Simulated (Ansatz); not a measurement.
Program: Ansatz. Geometries: PBE0-D4/def2-TZVP. ΔE: electronic, gas phase. CBS: MP2 limit from def2 TZ/QZ plus the TZ coupled-cluster correction, frozen cores. Functionals use def2-TZVPP. def2 core potentials past Kr. For As, In outer-core shells are correlated without core-valence functions, which leaves a few kJ/mol of doubt a bond. Scalar relativity is left out up to krypton. One conformer a species, not always the lowest.

`CN[SiH2][AsH2]` + `N[CH]([SiH3])[InH2]` → `N[CH]([AsH2])[InH2]` + `CN[SiH2][SiH3]`  (redistribution)

Problem. Is it downhill or uphill in electronic energy at CCSD(T)/CBS, and by how much? (Estimate.)

Solution. Computed: Uphill: ΔE = +12.5 kcal/mol.

Problem. What do these levels give: revPBE-D4, BHLYP-D4, r2SCANh, CCSD(T)/def2-TZVPP, MP2/def2-QZVPP, SCS-MP2/def2-QZVPP? (Best estimate.)

Solution. The calculation gave: revPBE-D4 10.6, BHLYP-D4 13.7, r2SCANh 12.8, CCSD(T)/def2-TZVPP 12.1, MP2/def2-QZVPP 13.5, SCS-MP2/def2-QZVPP 13.3 kcal/mol.

Problem. What do rigid-rotor, harmonic-oscillator terms from PBE0-D4/def2-TZVP frequencies (298.15 K, 1 bar) make of the CCSD(T)/CBS value? (Best estimate.)

Solution. Computed: ΔZPE = -0.1 kcal/mol, ΔH = +12.4 kcal/mol, ΔS = -1 J/(mol·K), ΔG = +12.5 kcal/mol.

Largest T1 diagnostic among the species: 0.013.

Leaving LDA and LC-ωPBE aside and taking each functional with its dispersion term where it has one, the values, not all of them listed here, spread over 3.5 kcal/mol, from revPBE-D4 to ωB97M-V. From BLYP to BHLYP (50 % exact exchange), in def2-TZVPP and without D4, ΔE moves by +2.4 kcal/mol.
